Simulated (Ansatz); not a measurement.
Coupled-cluster diagnostics for BiMe3 (C3H9Bi), Ansatz.

Geometry of the singlet (PBE0-D4/def2-SVP):

```xyz
13

Bi    0.544   -0.159   -1.157
C    -0.607    1.713   -0.572
C     1.721   -0.186    0.788
C    -1.061   -1.542   -0.330
H     0.038    2.595   -0.691
H    -0.929    1.630    0.475
H    -1.487    1.819   -1.222
H     1.034   -0.035    1.632
H     2.473    0.616    0.775
H     2.229   -1.155    0.895
H    -0.646   -2.553   -0.212
H    -1.910   -1.578   -1.026
H    -1.399   -1.165    0.646
```

In the def2 sets Bi takes a core potential; there is no spin–orbit coupling. Correlated methods freeze 7 core orbitals; core or outer-core shells of Bi are correlated, in sets that lack core-valence functions.

Question: Estimate the CCSD(T) correlation energy, the shares of MP2 and (T), T1 and the reference's ⟨S²⟩ for: charge 0, singlet, own geometry in def2-SVP; and the rough time on 2 threads of Arm Neoverse V1 on a shared host.

Answer: 
```
                          state     basis  correlation (eV)  MP2 share (%)  (T) share (%)     T1  ⟨S²⟩ (pure)  wall time
charge 0, singlet, own geometry  def2-SVP           -17.671           88.2            3.0  0.010  0.00 (0.00)       17 s
```
Customary marks for T1 are 0.02 (closed shells), 0.045 (open shells) and about 0.05 (3d metals). T1 stays under 0.02 throughout.
